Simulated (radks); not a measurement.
Task: These are the eigenvalues of the occupied orbitals of an atom or ion with whole-number occupations (eV). All-electron calculation, Dirac Kohn-Sham, BLYP, spin-unpolarised, spherical densities, point nucleus. Program: a radial shooting solver on a logarithmic mesh with Libxc functionals.

orbital  eigenvalue
1s1/2     -15965.23
2s1/2     -2187.719
2p1/2     -1994.024
2p3/2     -1925.561
3s1/2     -363.5093
3p1/2     -293.1811
3p3/2     -282.6721
3d3/2     -159.1477
3d5/2     -157.3115
4s1/2      -68.8433
4p1/2      -50.8581
4p3/2      -49.5596

Which element is it, and in what charge state? The configuration may be excited. Open shells, if any, are shared by 2j + 1.

Result: Z = 38, strontium, charge +3: Sr3+ in [Ar] 3d10 4s2 4p5. The list shows which subshells hold electrons but not how many an open one holds; the 1s level, -586.71 hartree, gives Z - s = 34.3 by -(Z - s)^2/2, which with screening and relativity narrows Z to a few neighbours, and the depths of the outer levels then fix element, charge and occupations together.
